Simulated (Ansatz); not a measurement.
This geometry of Cl2GaH6NSi (11 atoms, charge 0, multiplicity 1) is a first-order saddle point.

Theory: RKS PBE/def2-SVP in Ansatz.

```xyz
11
Properties=species:S:1:pos:R:3
Ga 0.038 -0.529 -0.143
H -0.529 0.508 1.282
Cl 2.040 0.061 -0.701
Cl -1.561 -0.648 -1.595
N -0.094 -1.808 1.352
H -0.950 -2.380 1.281
Si 1.271 -2.657 2.129
H 1.881 -3.702 1.234
H 2.302 -1.623 2.469
H 0.768 -3.323 3.380
H -0.439 -0.410 1.650
```

**Question.** Which two structures does it join? (They come from a converged band through this point; their orientation in space is the band's.)

**Answer.** Bonds broken: Ga1–H2, N5–H11. Bonds formed: H2–H11. Cl2GaH6NSi becomes Cl2GaH4NSi + H2.

First end point:

```xyz
11
Properties=species:S:1:pos:R:3
Ga 0.013 -0.127 0.039
H -0.376 1.234 0.717
Cl 2.126 -0.474 -0.497
Cl -1.398 -1.039 -1.395
N -0.212 -1.647 1.509
H -0.886 -2.265 1.025
Si 1.288 -2.560 2.040
H 1.785 -3.335 0.868
H 2.253 -1.558 2.581
H 0.851 -3.493 3.137
H -0.717 -1.246 2.315
```

Last end point:

```xyz
11
Properties=species:S:1:pos:R:3
Ga 0.220 -0.848 -0.260
H -0.969 1.044 1.752
Cl 1.944 0.428 -0.386
Cl -1.438 -0.486 -1.586
N 0.148 -2.272 0.882
H -0.733 -2.794 0.818
Si 1.356 -2.856 2.022
H 1.723 -4.291 1.741
H 2.565 -1.982 1.869
H 0.858 -2.786 3.444
H -0.947 0.332 2.042
```

**Question.** How far does it lie above each of them?

**Answer.** 1.68 eV above the first and 0.76 eV above the second. This is the barrier of this one path; another mechanism may lie lower. The orbitals stay closed-shell, which can raise the energy where a bond breaks towards radicals; this wasn't checked here.

Run time: 6.6 min on 4 threads of Arm Neoverse V1, on a shared host, peak memory 0.2 GiB.
